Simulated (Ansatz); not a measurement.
Stepwise reaction of `BC#N` with hydrogen chloride, as a gas-phase model of exchange steps in deposition or etching. ΔE in kJ/mol; ΔG adds harmonic PBE0-D4 terms to CCSD(T)/CBS, at 1 bar.

Program: Ansatz. Geometries: PBE0-D4/def2-TZVP. ΔE: electronic, gas phase. CBS: MP2 limit from def2 TZ/QZ plus the TZ coupled-cluster correction, frozen cores. This one scheme is used for every species. Functionals use def2-TZVPP. B3LYP here is the variant with VWN-RPA as its local correlation; programs differ in this.

```
step                      reaction  PBE-D4  B3LYP-D4  ωB97M-V  CCSD(T)/CBS  ΔG(600 K)
   1  `BC#N` + HCl → `N#CBCl` + H₂   -78.5     -69.8    -70.2        -68.9      -66.1
```

**Question.** Give the row of step 2, `N#CBCl` + HCl → `N#CB(Cl)Cl` + H₂. (An estimate is asked.)

**Answer.** Ansatz gave: 
```tsv
step	reaction	PBE-D4	B3LYP-D4	ωB97M-V	CCSD(T)/CBS	ΔG(600 K)
2	`N#CBCl` + HCl → `N#CB(Cl)Cl` + H₂	-68.2	-60.0	-59.9	-57.7	-48.1
```

**Question.** By hand: ΔE of the 2 steps together at CCSD(T)/CBS.

**Answer.** (-68.9) + (-57.7) = -126.6 kJ/mol, or -63.3 kJ/mol a step.

In ΔE each step is higher than the one before. All are downhill at CCSD(T)/CBS. ΔG lies between -66.1 and -48.1 kJ/mol a step. PBE-D4 differs from CCSD(T)/CBS by -10.5 to -9.6 kJ/mol a step. Isolated molecules leave out the surface, adducts and barriers. Largest T1 diagnostic: 0.014.
